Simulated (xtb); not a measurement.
F$_{4}$MoO, charge +1, doublet, from a rough starting geometry (GFN-xTB shapes and energies of metal compounds can be far from the true ones) (the multiplicity is a formal guess); GFN2-xTB (xtb).

xtb was given this input:
```
$ xtb mol.xyz --gfn 2 --chrg 1 --uhf 1 --opt vtight --json

# file mol.xyz
6

Mo     0.04504975    -0.07885661     0.03453281
O      1.18739311    -0.63854580     1.10487770
F     -1.09709365     0.64905336    -1.02581320
F     -0.01046319     1.58454711     0.79007865
F      1.06276867    -0.32633392    -1.40767019
F     -1.20603255    -1.22384434     0.46512418
```

Predict the main parts of the log of this xtb run.


```
   ID    Z sym.   atoms
    1   42 Mo     1
    2    8 O      2
    3    9 F      3-6

           -------------------------------------------------
          |                Calculation Setup                |
           -------------------------------------------------

           -------------------------------------------------
          |                 G F N 2 - x T B                 |
           -------------------------------------------------

          ...................................................
          :                      SETUP                      :
          :.................................................:
          :  # basis functions                  30          :
          :  # atomic orbitals                  29          :
          :  # shells                           13          :
          :  # electrons                        39          :
          :  max. iterations                   250          :
          :  Hamiltonian                  GFN2-xTB          :
          :  restarted?                      false          :
          :  GBSA solvation                  false          :
          :  PC potential                    false          :
          :  electronic temp.          300.0000000     K    :
          :  accuracy                    1.0000000          :
          :  -> integral cutoff          0.2500000E+02      :
          :  -> integral neglect         0.1000000E-07      :
          :  -> SCF convergence          0.1000000E-05 Eh   :
          :  -> wf. convergence          0.1000000E-03 e    :
          :  Broyden damping             0.4000000          :
          :  net charge                          1          :
          :  unpaired electrons                  1          :
          ...................................................

 iter      E             dE          RMSdq      gap      omega  full diag
   1    -24.5403051 -0.245403E+02  0.105E+01    4.77       0.0  T
   2    -24.2941396  0.246165E+00  0.125E+01    5.15       1.0  T
   3    -24.6035729 -0.309433E+00  0.409E+00    5.12       1.0  T
   4    -24.4681613  0.135412E+00  0.477E+00    5.19       1.0  T
   5    -24.5812498 -0.113089E+00  0.440E+00    4.61       1.0  T
   6    -24.6151792 -0.339294E-01  0.185E+00    5.00       1.0  T
   7    -24.6254111 -0.102319E-01  0.141E+00    5.12       1.0  T
   8    -24.6258104 -0.399315E-03  0.139E+00    5.13       1.0  T
   9    -24.6284727 -0.266224E-02  0.124E+00    5.16       1.0  T
  10    -24.6359980 -0.752528E-02  0.726E-01    5.25       1.0  T
  11    -24.6397835 -0.378549E-02  0.382E-01    5.30       1.0  T
  12    -24.6399496 -0.166112E-03  0.369E-01    5.30       1.0  T
  13    -24.6349344  0.501516E-02  0.100E+00    5.31       1.0  T
  14    -24.6400425 -0.510808E-02  0.299E-01    5.31       1.0  T
  15    -24.6370698  0.297273E-02  0.699E-01    5.32       1.0  T
  16    -24.6395509 -0.248116E-02  0.402E-01    5.31       1.0  T
  17    -24.6405667 -0.101578E-02  0.643E-02    5.30       1.0  T
  18    -24.6405957 -0.289858E-04  0.224E-02    5.30       1.8  T
  19    -24.6405886  0.708380E-05  0.403E-02    5.30       1.0  T
  20    -24.6405984 -0.978575E-05  0.103E-02    5.30       3.9  T
  21    -24.6405994 -0.103571E-05  0.234E-03    5.30      17.5  T
  22    -24.6405992  0.249651E-06  0.558E-03    5.30       7.3  T
  23    -24.6405993 -0.900608E-07  0.496E-03    5.30       8.2  T
  24    -24.6405994 -0.167080E-06  0.141E-03    5.30      29.0  T
  25    -24.6405994  0.129553E-07  0.194E-03    5.30      21.0  T
  26    -24.6405995 -0.290996E-07  0.435E-05    5.30     939.4  T
  27    -24.6405995  0.423128E-10  0.784E-05    5.30     521.0  T

   *** convergence criteria satisfied after 27 iterations ***

         :::::::::::::::::::::::::::::::::::::::::::::::::::::
         ::                     SUMMARY                     ::
         :::::::::::::::::::::::::::::::::::::::::::::::::::::
         :: total energy             -24.592438888501 Eh    ::
[...]
 * total energy  :   -24.5958673 Eh     change       -0.2370695E-05 Eh
 * total energy  :   -24.5958710 Eh     change       -0.3688638E-05 Eh
 * total energy  :   -24.5958792 Eh     change       -0.8175334E-05 Eh
 * total energy  :   -24.5958861 Eh     change       -0.6883639E-05 Eh
 * total energy  :   -24.5958989 Eh     change       -0.1282059E-04 Eh
 * total energy  :   -24.5959208 Eh     change       -0.2191668E-04 Eh
 * total energy  :   -24.5959372 Eh     change       -0.1639973E-04 Eh
 * total energy  :   -24.5959379 Eh     change       -0.6948004E-06 Eh
 * total energy  :   -24.5959387 Eh     change       -0.8259809E-06 Eh
 * total energy  :   -24.5959389 Eh     change       -0.1625670E-06 Eh
 * total energy  :   -24.5959390 Eh     change       -0.1762386E-06 Eh
 * total energy  :   -24.5959391 Eh     change       -0.6715301E-07 Eh
   *** GEOMETRY OPTIMIZATION CONVERGED AFTER 20 ITERATIONS ***
         :: total energy             -24.595939116035 Eh    ::
[...]
         8        2.0000           -0.8608440             -23.4248
         9        2.0000           -0.8608217             -23.4241
        10        2.0000           -0.8515748             -23.1725
        11        2.0000           -0.8391755             -22.8351
        12        2.0000           -0.8353062             -22.7298
        13        2.0000           -0.8352932             -22.7295
        14        2.0000           -0.8295990             -22.5745
        15        2.0000           -0.8193896             -22.2967
        16        1.9982           -0.8112651             -22.0756
        17        1.9982           -0.8112554             -22.0754
        18        1.9353           -0.8078030             -21.9814
        19        1.9325           -0.8077608             -21.9803
        20        1.1359           -0.8035083             -21.8646 (HOMO)
        21                         -0.6014220             -16.3655 (LUMO)
        22                         -0.6013332             -16.3631
        23                         -0.5645946             -15.3634
        24                         -0.5643643             -15.3571
        25                         -0.2828171              -7.6958
        26                         -0.0474085              -1.2901
        27                          0.0045176               0.1229
        28                          0.0046297               0.1260
        29                          0.1168302               3.1791
      -------------------------------------------------------------
                  HL-Gap            0.2020863 Eh            5.4990 eV
             Fermi-level           -0.7538656 Eh          -20.5137 eV

     #   Z          covCN         q      C6AA      α(0)
     1  42 Mo       3.750     1.513   309.610    39.106
     2   8 O        0.804    -0.123    16.873     5.506
     3   9 F        0.736    -0.123    10.473     3.822
     4   9 F        0.737    -0.089    10.156     3.764
     5   9 F        0.737    -0.089    10.157     3.764
     6   9 F        0.737    -0.089    10.156     3.764

 Mol. C6AA /au·bohr⁶  :       1130.093004
 Mol. C8AA /au·bohr⁸  :      65008.937753
 Mol. α(0) /au        :         59.725177

Wiberg/Mayer (AO) data.
largest (>0.10) Wiberg bond orders for each atom

 ---------------------------------------------------------------------------
     #   Z sym  total        # sym  WBO       # sym  WBO       # sym  WBO
 ---------------------------------------------------------------------------
     1  42 Mo   6.579 --     2 O    1.639     5 F    1.300     4 F    1.300
                             6 F    1.299     3 F    1.041
     2   8 O    2.100 --     1 Mo   1.639     3 F    0.255
     3   9 F    1.423 --     1 Mo   1.041     2 O    0.255
     4   9 F    1.523 --     1 Mo   1.300
     5   9 F    1.523 --     1 Mo   1.300
     6   9 F    1.522 --     1 Mo   1.299
 ---------------------------------------------------------------------------

Topologies differ in total number of bonds
Writing topology from bond orders to xtbtopo.mol

molecular dipole:
                 x           y           z       tot (Debye)
 q only:        0.155      -0.099       0.139
   full:        0.043      -0.038       0.034       0.169
molecular quadrupole (traceless):
                xx          xy          yy          xz          yz          zz
 q only:       -0.212       0.429       0.339      -0.742       0.408      -0.127
  q+dip:       -0.150       0.304       0.238      -0.524       0.290      -0.088
   full:       -0.163       0.336       0.263      -0.579       0.321      -0.100

optimized geometry written to: xtbopt.xyz

           -------------------------------------------------
          | TOTAL ENERGY              -24.595939116035 Eh   |
          | GRADIENT NORM               0.000051849027 Eh/α |
          | HOMO-LUMO GAP               5.499049110820 eV   |
           -------------------------------------------------

normal termination of xtb
```
